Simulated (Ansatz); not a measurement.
CH₅FO₂Sn, SMILES `[CH3][Sn]([OH])([OH])[F]`. The species carries charge 0 and has multiplicity 1. Sn: def2 effective core potential.

Cartesian coordinates in Å:
```
C -1.6789 0.2457 -0.0568
Sn 0.4058 -0.0373 -0.1297
O 1.3314 1.5870 0.4041
O 1.1283 -1.5287 0.8986
F 0.9974 -0.4677 -1.9095
H -1.8858 1.3142 -0.0250
H -2.1248 -0.1969 -0.9462
H -2.0720 -0.2380 0.8362
H 2.2659 1.4534 0.5827
H 1.6329 -2.1317 0.3456
```

Problem. List the harmonic frequencies (cm⁻¹, unscaled) at PBE0-D4/def2-TZVP in Ansatz. (Best estimate.)

Solution. Ansatz gave: 38, 97, 127, 154, 171, 189, 208, 246, 554, 610, 642, 648, 784, 785, 848, 858, 1232, 1450, 1450, 3082, 3186, 3189, 3881, 3888.

Problem. Is this a minimum?

Solution. Yes, all 24 modes are real.

Problem. Give the ideal-gas thermochemistry at 298.15 K and 1 bar (rigid rotor, harmonic oscillator; point group C1, symmetry number 1).

Solution. Zero-point energy 169.4 kJ/mol; H(298) − E = 195.3 kJ/mol; entropy 394.6 J/(mol·K), of which translation 174.1, rotation 113.6, vibration 106.9; G(298) − E = 77.6 kJ/mol. Modes under 100 cm⁻¹ are hindered rotations or soft bends, so the harmonic entropy is rough.

Problem. And at 400, 500, 600, 800 and 1000 K?

Solution. 
| T (K) | H − E (kJ/mol) | S (J/mol/K) | G − E (kJ/mol) |
| --- | --- | --- | --- |
| 400 | 208.9 | 433.8 | 35.4 |
| 500 | 223.7 | 466.8 | -9.7 |
| 600 | 239.5 | 495.7 | -57.9 |
| 800 | 273.5 | 544.4 | -162.0 |
| 1000 | 309.8 | 584.8 | -275.1 |

Problem. Rotational constants (cm⁻¹)?

Solution. 0.09837, 0.08953, 0.08572.
